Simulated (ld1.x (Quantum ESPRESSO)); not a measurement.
**Transferability test, ultrasoft potential for I (Z = 53)**

iodine, ultrasoft, made with ld1.x (Quantum ESPRESSO) 7.5 (PBE, scalar-relativistic). Core [Kr], reference 4d10 5s2 5p5. Waves: 5s (bound): rcut 1.35, rcutus 1.70 bohr; 5s channel at -0.15 Ry: rcut 1.35, rcutus 1.70 bohr; 5p (bound): rcut 1.40, rcutus 1.95 bohr; 5p channel at 3.55 Ry: rcut 1.40, rcutus 1.95 bohr; 4d (bound): rcut 0.90, rcutus 1.15 bohr; 4d channel at -2 Ry: rcut 0.90, rcutus 1.15 bohr. Local part: all-electron potential smoothed inside 0.95 bohr (lloc = -1). Core correction: Bessel-smoothed model core inside 1.20 bohr. Augmentation charge: PSQ, inside the norm-conserving radii.

Energies are relative to the spin-unpolarised reference configuration 4d10 5s2 5p5; without spin polarisation the order of configurations can differ from experiment.

| valence configuration | charge | ΔE all-electron (eV) | error AE − PS (meV) |
| --- | --- | --- | --- |
| 4d10 5s2 5p4 | +1 | 11.131 | -3.2 |
| 4d10 5s2 5p3 | +2 | 30.977 | -10 |
| 4d10 5s2 5p1 | +4 | 99.731 | -63 |
| 4d10 5s1 5p6 | 0 | 10.414 | -1.7 |
| 4d10 5s2 5p5.3 | -0.3 | -1.783 | +0.5 |
| 4d9 5s2 5p5 | +1 | 58.247 | -33 |

(1) What are ΔE and the potential's error for 4d10 5s2 5p2?

Note: ghost states, extra bound levels that the all-electron valence spectrum of the same l lacks: s at -553.9 eV, p at -172.9 eV. A true bound ghost makes a file unfit for plane-wave use.

Results:

(1) ΔE = 60.305 eV all-electron; the error (AE − PS) is -26 meV.
